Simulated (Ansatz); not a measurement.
Cost and result for the atomization energy of `CNBCBr` (12 atoms, 11 bonds).

```
atom   x (Å)   y (Å)   z (Å)
  C1  -1.203  -1.067   0.245
  N2  -0.811  -0.067  -0.720
  B3   0.266   0.806  -0.679
  C4   1.263   0.874   0.542
 Br5   2.706  -0.379   0.100
  H6  -2.214  -0.887   0.622
  H7  -1.175  -2.069  -0.192
  H8  -0.517  -1.059   1.091
  H9  -1.382  -0.064  -1.550
 H10   0.436   1.520  -1.626
 H11   0.880   0.551   1.509
 H12   1.750   1.840   0.656
```

The species carries charge 0 and has multiplicity 1. Correlated methods include outer-core shells of Br, which these sets cover unevenly. Scalar relativity is left out up to krypton. The geometry is a stationary point of PBE0-D4/def2-TZVP. It is one conformer, not always the lowest. Program: Ansatz. All runs use 4 threads of an Arm Neoverse V1 on a shared host. Times are those of one run each, without the atoms' runs, and a repeat can differ threefold. Electronic energies, without spin–orbit coupling; frozen cores. CCSD(T)/CBS adds CCSD(T) − MP2 in def2-TZVPP to the MP2 limit, and its time is that of the two runs behind it. T1 = 0.010. With those shells the extrapolation isn't a true limit. B3LYP takes the VWN-RPA correlation (the form of Gaussian; ORCA's B3LYP/G).

CCSD(T)/CBS is a level of theory with its own doubt, some kJ/mol a heavy atom from the limit and from the frozen cores, so smaller differences don't rank the functionals.

| level | functions | wall time | atomization (kJ/mol) | difference from CCSD(T)/CBS | per bond |
| --- | --- | --- | --- | --- | --- |
| PBE-D4/def2-TZVPP (with forces) | 270 | 3.2 s | 4542.9 | 107.1 | 9.7 |
| PBE0-D4/def2-TZVPP | 270 | 4 s | 4473.9 | 38.1 | 3.5 |
| B3LYP-D4/def2-TZVPP (with forces) | 270 | 6.5 s | 4458.6 | 22.8 | 2.1 |
| r2SCAN-D4/def2-TZVPP (with forces) | 270 | 7 s | 4454.1 | 18.3 | 1.7 |
| B2PLYP/def2-TZVPP | 270 | 8 s | 4404.5 | -31.3 | -2.8 |
| ωB97X-V/def2-TZVPP | 270 | 11 s | 4449.1 | 13.3 | 1.2 |
| ωB97M-V/def2-TZVPP (with forces) | 270 | 15 s | 4455.9 | 20.1 | 1.8 |
| MP2/def2-QZVPP | 527 | 40 s | 4450.8 | 15.0 | 1.4 |
| CCSD(T)/def2-TZVPP | 270 | 7.2 min | 4326.6 | -109.2 | -9.9 |
| CCSD(T)/CBS(def2) | – | 7.9 min | 4435.8 | 0.0 | 0.0 |

In def2-TZVPP, CCSD(T) changes the Hartree–Fock value by +1051.5 kJ/mol (the triples alone add +62.1 kJ/mol) and MP2 by +1111.7 kJ/mol; breaking electron pairs costs correlation energy, which Hartree–Fock lacks. The D4 term adds +38.3 kJ/mol with B3LYP and +20.3 kJ/mol with PBE0; it sums over pairs of atoms, weighted by their polarisabilities, and B3LYP, whose exchange is more repulsive, gets the larger term. From PBE to PBE0 (25 % exact exchange), in def2-TZVPP and without D4, the atomization energy moves by −65.3 kJ/mol: exact exchange takes away binding that semilocal exchange gives to molecules.
